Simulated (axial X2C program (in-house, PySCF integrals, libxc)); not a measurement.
# What spin–orbit coupling does to LiHf

Calculated with an axial X2C code built on PySCF integrals. Spin-free means the one-electron spin-free X2C Hamiltonian; two-component (2c) means X2C with spin–orbit coupling and atomic mean-field two-electron Coulomb and Gaunt terms, so the difference of the two also holds small scalar two-electron terms. Basis: Hf dyall-cv3z [13s14p9d7f4g], Li dyall-cv3z [7s8p2d] (cores contracted in-house); Gaussian nuclei, density fitting, unrestricted open shells. Masses: Hf 179.947 u, Li 7.016 u.

Spin-free state: M_S = 3/2, Λ = 0 (beyond evenly filled blocks: σα, π+α, π-α); fragments Hf + Li.

```tsv
level	Re (Å)	ωe (cm⁻¹)	De (eV)	μ (D)
PBE0	2.842	243.8	0.623	2.54
PBE50	2.926	234.8	0.498	3.00
```

Dipoles are positive if Li is the positive end.

Two-component determinant lowest at the distance of the search:

Ω = 3/2 (⟨Sz⟩ = 1.42, ⟨Lz⟩ = 0.08 at PBE0); fragments Hf + Li.

| level | Re (Å) | ωe (cm⁻¹) | μ (D) |
| --- | --- | --- | --- |
| PBE0 | 2.860 | 240.0 | 2.56 |
| PBE50 | 2.960 | 229.7 | 3.01 |

(1) From the two tables, how do the constants change at the PBE0 level (2c against spin-free)?

Occupations by symmetry block were frozen at the best pattern of an incomplete PBE0 search. De is counted from the lowest determinant-based energies of the atoms at the same level, without counterpoise correction. De is not given where an atomic determinant may have missed its ground term or J level, or where the truncated virtual space spoils (T). Density functionals use the spin component along the axis (collinear). Other states lie close and PBE0, whose exact exchange favours high spin, may order them wrongly; the determinant shown need not be the ground state. The nearest other spin-free determinant of the search, M_S = 3/2, Λ = 3, lies 0.18 eV up at the distance of the search. The functionals have no current-density term, which raises determinants with orbital currents, atoms included. With several unpaired electrons one determinant need not be a pure state. This is the top spin component of a Σ state; components of lower Ω are not single determinants and can lie lower.

Results:

(1) At the PBE0 level Re increases by 0.018 Å and ωe goes down by 3.8 cm⁻¹.
